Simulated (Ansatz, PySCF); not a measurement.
F5Si2, SMILES F[Si](F)[Si](F)(F)F, multiplicity 2. Atoms are numbered in the order given.

```xyz
7

F      1.8437    -1.5286     0.0335
Si     1.3714    -0.0475    -0.4355
F      2.0972     1.0138     0.5561
Si    -0.9546     0.1000    -0.0242
F     -1.4080    -0.1664     1.4943
F     -1.4577     1.5687    -0.4406
F     -1.7106    -0.9653    -0.9608
```
Charge 0, spin multiplicity 2.

Coordinates come from a B3LYP-D3(BJ)/def2-SVP optimisation. The isomer is the one that the SMILES or the coordinates give; other isomers of the formula were not compared. Other conformers were not sampled.

Two levels are set side by side: PBE-D3(BJ)/def2-SVP (Ansatz, an electronic-structure program) and B3LYP-D3(BJ)/def2-SVP (Ansatz). Each level has its own optimised geometry; the coordinates shown are those of the second. Frequencies come from the Hessian of PySCF at each geometry. Differences are taken from unrounded values.

```csv
quantity,B3LYP-D3(BJ),PBE-D3(BJ),PBE-D3(BJ) minus B3LYP-D3(BJ)
mean bond length (Å),1.739,1.751,0.012
bond F1–Si2 (Å),1.624,1.637,0.013
bond Si2–F3 (Å),1.624,1.637,0.013
bond Si2–Si4 (Å),2.367,2.374,0.007
bond Si4–F5 (Å),1.607,1.620,0.013
bond Si4–F6 (Å),1.607,1.620,0.013
bond Si4–F7 (Å),1.607,1.620,0.013
highest harmonic wavenumber (cm⁻¹),977,949,-28
mean harmonic wavenumber (cm⁻¹),458,441,-17
zero-point energy (kcal/mol),9.82,9.46,-0.36
```

Exact exchange shortens and stiffens bonds; PBE has none. Differences between two approximate levels are no errors against the true value.
